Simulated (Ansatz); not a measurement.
`CB(Cl)CBr` + H₂ → `CB(C)Cl` + HBr at 298.15 K and 1 bar (hydrogenolysis of a C–Br bond).

Computed with Ansatz on PBE0-D4/def2-TZVP structures; ΔE is electronic, products minus reactants. CCSD(T)/CBS adds triple-zeta CCSD(T) − MP2 to the extrapolated MP2 energy (def2 sets, frozen cores). This one scheme is used for every species. For Br outer-core shells are correlated without core-valence functions, which leaves a few kJ/mol of doubt a bond. Scalar relativity is left out up to krypton. Each species was taken in one conformer, which may not be the lowest.

```csv
species,CCSD(T)/CBS energy (Eh),H − E (kJ/mol),S (J/(mol·K))
`CB(Cl)CBr`,-3137.06715,204.6,361.0
H₂,-1.17544,35.1,130.4
`CB(C)Cl`,-564.35192,223.5,320.2
HBr,-2573.91920,24.6,198.6
```

H − E and S are ideal-gas, rigid-rotor, harmonic terms from PBE0-D4/def2-TZVP, for one conformer and one mirror image of each species. The MP2-based limit puts H₂ 0.8 mEh under its directly extrapolated value; such offsets cancel only in part. 1 Eh = 2625.50 kJ/mol, R = 8.31446 J/(mol·K).

By hand: ΔE, ΔH, ΔS and ΔG.

ΔE = (-564.35192) + (-2573.91920) − (-3137.06715) − (-1.17544) = -0.02853 Eh = -74.9 kJ/mol. Δ(H − E) = 223.5 + 24.6 − 204.6 − 35.1 = 8.4, so ΔH = -66.5 kJ/mol. ΔS = 320.2 + 198.6 − 361.0 − 130.4 = 27.4 J/(mol·K). ΔG = -66.5 − 298.15 × (27.4)/1000 = -74.7 kJ/mol.

By hand: the equilibrium constant, and the temperature at which ΔG would vanish if ΔH and ΔS stayed fixed.

log₁₀ K = −ΔG/(RT ln 10) = 13.1. ΔH and −TΔS have one sign here, so there is no such temperature.

ΔH outweighs TΔS. A doubt of 5 kJ/mol in ΔE shifts log₁₀ K by 0.9 here. Other conformers and mirror images would add mixing entropy, several J/(mol·K) or more a flexible species. Modes under 60 cm⁻¹, often nearly free rotors, make the harmonic entropy too high. These are equilibria of isolated gas molecules and say nothing of rates. Largest T1 diagnostic: 0.010 (customary marks: 0.02 for closed shells, 0.045 for open ones).
